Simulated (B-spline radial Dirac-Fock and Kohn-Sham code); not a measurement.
## Relativistic shifts of the levels of Cd

System: neutral cadmium, [Kr] 4d10 5s2.

Both columns are ΔSCF binding energies of the configuration average from a radial finite-basis atomic code: non-relativistic Hartree-Fock with a point nucleus, and Dirac-Fock with a finite nucleus and the Coulomb interaction alone, averaged over the two j levels with weights 2j+1.

```
shell  Hartree-Fock (eV)  Dirac-Fock (eV)  shift (eV)  shift (%)
   1s            25933.1          26802.0     +868.89      +3.35
   2s             3830.0           4040.8     +210.78      +5.50
   2p             3555.9           3615.8      +59.90      +1.68
   3s              738.9            782.2      +43.35      +5.87
   3p              626.6            639.5      +12.87      +2.05
   3d              420.6            414.2       -6.31      -1.50
   4s              116.2            124.0       +7.80      +6.71
   4p              78.58            80.29       +1.71      +2.17
   4d              17.50            16.39       -1.11      -6.33
   5s               6.93             7.35       +0.43      +6.17
```

Relativity binds 1s, 2s, 2p, 3s, 3p, 4s, 4p, 5s more strongly, among those listed most of all 4s in relative terms, and 3d, 4d more weakly, because the contracted s and p shells screen the nucleus better.

Values without a named source are computed, but for edge energies of neutral atoms, which are taken from tables.
